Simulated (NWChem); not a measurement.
PbF2, singlet; SMILES [F][Pb][F]

Results from NWChem. Low-valent species are run as closed-shell singlets; no triplet was tried in these runs. Geometry: optimised at PBE0/def2-SVP. def2 effective core potentials on Pb; no spin-orbit coupling. B3LYP is NWChem's, with the RPA form of VWN correlation. Ions are spin-unrestricted doublets at the neutral geometry; other ion states weren't tried.

### Question
Among these, which level gives the lowest value of “ΔSCF minus −ε(HOMO) (eV)”?
A) BHandHLYP/def2-SVP
B) Hartree-Fock/def2-SVP
C) LRC-wPBEh/def2-SVP
D) B3LYP/def2-SVP

### Answer
B, Hartree-Fock/def2-SVP. Values: Hartree-Fock/def2-SVP -1.15; LRC-wPBEh/def2-SVP 0.79; BHandHLYP/def2-SVP 1.30; B3LYP/def2-SVP 2.73
